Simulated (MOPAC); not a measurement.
MOPAC input (PM6):

```
PM6 PRECISE GNORM=0.05 LET XYZ GEO-OK AUX(PRECISION=9) THREADS=1
F2OS

O     1.36185604 1   -0.14860171 1   -0.35687594 1
S     0.16703457 1   -0.00768004 1    0.40478800 1
F    -0.63440715 1    1.23198408 1   -0.22845242 1
F    -0.87308190 1   -1.08624028 1   -0.17394763 1
```

From the last part of the output:

```
                                                       MOPAC v23.2.5 Linux

          FINAL HEAT OF FORMATION =       -127.05295 KCAL/MOL =    -531.58953 KJ/MOL

          COSMO AREA              =         85.77 SQUARE ANGSTROMS
          COSMO VOLUME            =         68.66 CUBIC ANGSTROMS

          GRADIENT NORM           =          0.03505          =       0.01752 PER ATOM
          IONIZATION POTENTIAL    =         10.295014 EV
          HOMO LUMO ENERGIES (EV) =        -10.295 -0.196
          NO. OF FILLED LEVELS    =         13
          MOLECULAR WEIGHT        =         86.0562         POINT GROUP:  Cs

          MOLECULAR DIMENSIONS (Angstroms)

            Atom       Atom       Distance
            F     3    O     1     2.44208
            F     4    F     3     1.98410
            O     1    S     2     0.67212

          SCF CALCULATIONS        =          9

   ATOM   CHEMICAL          X               Y               Z
  NUMBER   SYMBOL      (ANGSTROMS)     (ANGSTROMS)     (ANGSTROMS)

     1       O          1.38449542  *  -0.15087863  *  -0.35458183  *
     2       S          0.17764523  *  -0.00877885  *   0.40451665  *
     3       F         -0.65685538  *   1.18354163  *  -0.22814851  *
     4       F         -0.88519318  *  -1.03428094  *  -0.17600431  *

                             CARTESIAN COORDINATES

   1    O        1.384495421    -0.150878627    -0.354581830
   2    S        0.177645232    -0.008778853     0.404516650
   3    F       -0.656855378     1.183541634    -0.228148513
   4    F       -0.885193176    -1.034280938    -0.176004311

           Empirical Formula: O S F2  =     4 atoms

      MOLECULAR POINT GROUP   :   Cs

                  EIGENVALUES
 -41.14278 -40.57334 -32.16766 -23.00787 -17.80486 -17.15358 -16.88415 -16.10405
 -15.65444 -15.51537 -13.56215 -13.09917 -10.29501  -0.19636  -0.07433   0.44659
   5.06412   5.17592   5.65137   5.85148   6.83947

              NET ATOMIC CHARGES AND DIPOLE CONTRIBUTIONS

  ATOM NO.   TYPE          CHARGE      No. of ELECS.   s-Pop       p-Pop       d-Pop
    1          O          -0.606851        6.6069     1.87349     4.73336
    2          S           1.332791        4.6672     1.87009     2.37932     0.41781
    3          F          -0.362970        7.3630     1.97728     5.38569
    4          F          -0.362970        7.3630     1.97728     5.38569
 DIPOLE           X         Y         Z       TOTAL
 POINT-CHG.    -0.210     0.123     4.328     4.335
 HYBRID        -0.242    -0.000    -1.077     1.104
 SUM           -0.452     0.123     3.251     3.285

          ATOMIC ORBITAL ELECTRON POPULATIONS

     Atom    s        px        py        pz      x^2-y^2     xz        z^2       yz        xy
    1  O   1.87349   1.40597   1.65120   1.67619
    2  S   1.87009   0.68498   0.69970   0.99464   0.06691   0.07041   0.09567   0.02639   0.15842
    3  F   1.97728   1.81495   1.67030   1.90045
    4  F   1.97728   1.72412   1.74937   1.91219

 **********************
 *                    *
 * JOB ENDED NORMALLY *
 *                    *
 **********************

 == MOPAC DONE ==
```
